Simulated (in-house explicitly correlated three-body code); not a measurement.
Computed with an exponentially correlated three-body code. Model: two electrons around a point charge, non-relativistic, variational in 260 exponentially correlated functions (energies converged to about 1e-7 hartree, or 1e-8 relative for large Z).

For this charge the correlation energy is taken as exact minus Hartree-Fock, from which it differs by microhartrees, and the kinetic parts follow from it.

For two electrons in a singlet the Kohn-Sham orbital is the square root of half the density, so the exact Kohn-Sham potential and energy parts follow from the density alone, and exchange is minus half the Hartree energy. The Kohn-Sham level equals minus the binding energy of the second electron.

Command:
```bash
python run_hyl.py task.json out
```
Settings (lengths in bohr, energies in hartree):
```
Z                      6.5
interaction_strength   1
functions              260
states_tried           13
```

Cost of the run: 59 s on 1 thread of Intel(R) Xeon(R) Platinum 8175M CPU @ 2.50GHz (Skylake/Cascade Lake), on a shared host.

**Converged states only, values per electron or pair.**

Given: nuclear charge 6.5.

```
term  mean r (bohr)  mean r squared (bohr²)  mean inverse r (1/bohr)  mean r12 (bohr)  mean inverse r12 (1/bohr)  mean cosine  mean p1 dot p2 (bohr⁻²)  delta r1 (bohr⁻³)  delta r12 (bohr⁻³)
1 1S          0.245                0.080674                   6.1876          0.36257                     3.7511    -0.020388                  0.75171             78.805              8.0205
2 3S        0.62081                 0.63051                   3.9685           1.0485                     1.1241   -0.0066796                  0.05503             47.817                   -
2 3P        0.55501                 0.50028                   3.9494          0.93114                     1.3125    -0.069363                  -2.3951             43.259                   -
2 1S        0.64641                 0.69327                   3.9467           1.0892                     1.2821   -0.0097365                 0.064539             47.475              1.3103
2 1P        0.57488                 0.54196                   3.9329          0.93965                     1.3876      0.04117                   2.2471             43.804             0.31883
3 3S              ?                       ?                        ?                ?                          ?            ?                        ?                  ?                   -
3 1S         1.3198                  3.3316                   3.5585            2.422                     0.5853   -0.0031115                 0.019995             44.805             0.38328
3 3P         1.2297                  2.8976                   3.5589           2.2476                    0.59236     -0.01714                 -0.56771             43.595                   -
3 1P         1.2581                  3.0448                   3.5544           2.2973                    0.61565     0.010223                  0.58476             43.723             0.10453
4 3S              ?                       ?                        ?                ?                          ?            ?                        ?                  ?                   -
4 1S         2.2664                  10.448                   3.4231           4.3096                    0.33308   -0.0013413                0.0085572             44.167             0.16032
4 3P          2.177                   9.678                   3.4233            4.133                    0.33586   -0.0068041                   -0.222             43.663                   -
4 1P         2.2146                  10.033                   3.4214           4.2055                    0.34574    0.0040473                  0.23573             43.713            0.045486
```

Problem. What belongs in the row 3 3S?

Solution. mean r (bohr): 1.2822; mean r squared (bohr²): 3.1267; mean inverse r (1/bohr): 3.5642; mean r12 (bohr): 2.3494; mean inverse r12 (1/bohr): 0.5434; mean cosine: -0.0021821; mean p1 dot p2 (bohr⁻²): 0.015998; delta r1 (bohr⁻³): 44.877.

Problem. What belongs in the row 4 3S?

Solution. mean r (bohr): 2.2163; mean r squared (bohr²): 9.9649; mean inverse r (1/bohr): 3.4255; mean r12 (bohr): 4.2105; mean inverse r12 (1/bohr): 0.31622; mean cosine: -0.00094054; mean p1 dot p2 (bohr⁻²): 0.0066663; delta r1 (bohr⁻³): 44.192.

**Electric-dipole lines between converged S and P states, rate of the upper state's decay.**

```tsv
s state	p state	p minus s (eV)	oscillator strength from s	rate (1/s)
1 1S	2 1P	366.64	0.66169	1.2866e+12
1 1S	3 1P	?	?	?
1 1S	4 1P	442.93	0.054072	1.5344e+11
2 1S	2 1P	3.877	0.08514	1.851e+07
2 1S	3 1P	60.311	0.35846	1.8859e+10
2 1S	4 1P	80.164	0.091198	8.4767e+09
3 1S	2 1P	?	?	?
3 1S	3 1P	1.1239	0.14793	2.7028e+06
3 1S	4 1P	20.976	0.38768	2.4673e+09
4 1S	2 1P	-75.817	-0.013105	3.2688e+09
4 1S	3 1P	-19.383	-0.1371	2.2349e+09
4 1S	4 1P	0.47001	0.20589	657870
2 3S	2 3P	5.9355	0.11985	6.1073e+07
2 3S	3 3P	65.204	0.32606	2.0051e+10
2 3S	4 3P	85.706	0.085369	9.0701e+09
3 3S	2 3P	-57.664	-0.065158	9.4013e+09
3 3S	3 3P	1.6048	0.20046	7.4673e+06
3 3S	4 3P	22.107	0.35226	2.4901e+09
4 3S	2 3P	-79.116	-0.01351	3.6693e+09
4 3S	3 3P	-19.847	-0.14875	2.5425e+09
4 3S	4 3P	0.65512	0.27603	1.7135e+06
```

Problem. What belongs in the row 1 1S 3 1P?

Solution. p minus s (eV): 423.08; oscillator strength from s: 0.1423; rate (1/s): 3.6842e+11.

Problem. What belongs in the row 3 1S 2 1P?

Solution. p minus s (eV): -55.31; oscillator strength from s: -0.061185; rate (1/s): 8.122e+09.

**Functionals on the exact density and self-consistent, errors are functional minus exact, hybrids only self-consistent, a dash where a self-consistent run leaves the top level unbound.**

```tsv
result	exchange error (millihartree)	correlation error (millihartree)	functional driven error (millihartree)	density driven error (millihartree)	self consistent total error (millihartree)	top level plus exact binding (eV)
r2SCAN	-4.1524	2.0658	-2.0866	-0.31129	-2.3979	33.463
PBE0	-	-	-	-	51.238	27.947
revTPSS	-3.2037	-5.3055	-8.5091	-0.22944	-8.7386	34.182
TPSS	-3.7342	-3.0717	-6.8059	-0.34961	-7.1555	34.744
SCAN	-4.1524	2.0658	-2.0866	-0.31129	-2.3979	33.463
BP86	25.869	-16.368	9.5019	-0.87919	8.6227	37.138
OLYP	17.844	-4.9446	12.899	-1.3915	11.508	37.006
r2SCAN0	-	-	-	-	-1.2091	24.875
RPBE	7.2724	-2.1654	5.107	-1.413	3.694	37.196
wB97X	-	-	-	-	-78.598	27.122
HSE06	-	-	-	-	46.739	28.334
LDA VWN5	542.65	-133.29	409.37	-2.5093	406.86	40.924
AM05	419.32	-109.6	309.71	-1.6875	308.02	40.458
LDA PW92	542.65	-132.34	410.31	-2.5116	407.8	40.938
B3LYP VWN-RPA	-	-	-	-	?	?
PW91	?	?	?	?	?	?
PBE	72.11	-2.1654	69.945	-1.3445	68.6	37.632
M06-L	-43.161	-10.117	-53.278	-2.3303	-55.608	33.056
PBEsol	237.01	-15.693	221.32	-1.3739	219.94	39.346
BLYP	25.869	-4.9446	20.925	-1.473	19.452	36.963
```

Problem. What belongs in the row B3LYP VWN-RPA?

Solution. self consistent total error (millihartree): 23.77; top level plus exact binding (eV): 29.348.

Problem. What belongs in the row PW91?

Solution. exchange error (millihartree): 60.573; correlation error (millihartree): -12.773; functional driven error (millihartree): 47.801; density driven error (millihartree): -1.3793; self consistent total error (millihartree): 46.421; top level plus exact binding (eV): 37.203.

**Density and exact potentials over r, pair density (one pair, times 4 pi r12^2) and exact minus Kohn-Sham pair density over r12.**

```
radius (bohr)  radial density (electrons/bohr)  exchange potential (hartree)  intracule density (1/bohr)  Coulomb hole against Kohn-Sham (1/bohr)  correlation potential (hartree)
       0.0661                           3.6904                       -5.7088                     0.41823                                 -0.04553                           -0.014
       0.0767                           4.3401                       -5.5816                     0.54795                                 -0.05503                           -0.007
       0.0889                           4.9921                       -5.4286                     0.70954                                 -0.06477                                0
        0.103                                ?                             ?                           ?                                        ?                                ?
         0.12                                ?                             ?                           ?                                        ?                                ?
        0.139                           6.4825                       -4.7775                      1.4169                                 -0.08358                            0.018
        0.161                           6.6027                       -4.4996                      1.7021                                 -0.08019                            0.021
        0.187                           6.4425                       -4.1876                      1.9874                                  -0.0688                            0.021
        0.217                           5.9815                       -3.8544                      2.2293                                 -0.04915                             0.02
        0.251                           5.2627                       -3.5137                      2.3823                                 -0.02358                            0.018
        0.291                           4.3315                        -3.162                      2.4092                                 0.004608                            0.014
        0.338                            3.294                       -2.8106                      2.2738                                   0.0292                             0.01
        0.392                           2.3007                       -2.4772                      1.9784                                  0.04367                            0.007
        0.455                           1.4481                       -2.1645                      1.5602                                  0.04541                            0.004
        0.527                          0.81698                        -1.884                      1.1026                                  0.03648                            0.002
        0.612                          0.39773                       -1.6292                      0.6762                                  0.02248                            0.001
         0.71                          0.16597                        -1.407                     0.35491                                  0.01013                            0.001
```

Problem. What belongs in the row 0.103?

Solution. radial density (electrons/bohr): 5.6038; exchange potential (hartree): -5.2465; intracule density (1/bohr): 0.90683; Coulomb hole against Kohn-Sham (1/bohr): -0.07379; correlation potential (hartree): 0.007.

Problem. What belongs in the row 0.12?

Solution. radial density (electrons/bohr): 6.1361; exchange potential (hartree): -5.0242; intracule density (1/bohr): 1.1503; Coulomb hole against Kohn-Sham (1/bohr): -0.08088; correlation potential (hartree): 0.013.

The density-driven part is never positive, since each functional's own density lowers its energy. Here it is small beside the functional-driven part (median ratio 0.044), the normal case.
